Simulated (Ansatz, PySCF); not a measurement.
System: sum formula H$_{4}$SiO$_{3}$Cl, net charge 1, singlet state. It need not be the lowest isomer of its formula. 
Structure (B3LYP-D3(BJ)/def2-TZVP (Ansatz, a first-principles code) minimum search):
SMILES: O[Si](O)([OH2+])Cl
```xyz
9

Si    -0.0297    -0.1995    -0.2342
Cl     0.5298     0.1587     1.6460
O     -0.6672     1.3390    -0.9273
O      1.1483    -0.3864    -1.2931
O     -1.3743    -1.0375    -0.4184
H     -0.1412     1.8303    -1.5824
H      2.0114    -0.7734    -1.1126
H     -1.6917    -1.7293     0.1715
H     -1.6241     1.4475    -1.0682
```
Charge +1, spin multiplicity 1.

Total electronic energies in hartree. Correlated levels leave the core frozen unless marked. Spin-orbit coupling is left out. No relativistic terms. CBS marks a two-point X^-3 extrapolation of the correlation energy; Hartree-Fock from the larger set. The bracket is a focal-point correction in the basis named.

```tsv
level	program	energy (Eh)
r2SCAN/def2-TZVPD	Ansatz	-977.65746
B3LYP-D3(BJ)/def2-TZVPD	Ansatz + dftd3	___
TPSSh/def2-TZVPD	PySCF	-977.83712
r2SCAN0-D4/def2-TZVPD	Ansatz + dftd4	-977.61911
B2PLYP/def2-TZVPD	Ansatz	-977.42780
RPA@PBE/cc-pV(T+d)Z	Ansatz	-976.96143
RPA@PBE/cc-pV(Q+d)Z	Ansatz	___
MP2/cc-pV(D+d)Z	Ansatz	-976.09700
RI-MP2/CBS(cc-pV(T+d)Z,cc-pV(Q+d)Z)+[CCSD(T)-MP2]/cc-pV(T+d)Z	Ansatz	-976.6949
```

### Question
Fill in the missing entries.

### Answer

- B3LYP-D3(BJ)/def2-TZVPD, energy (Eh): -977.86373
- RPA@PBE/cc-pV(Q+d)Z, energy (Eh): -977.14328
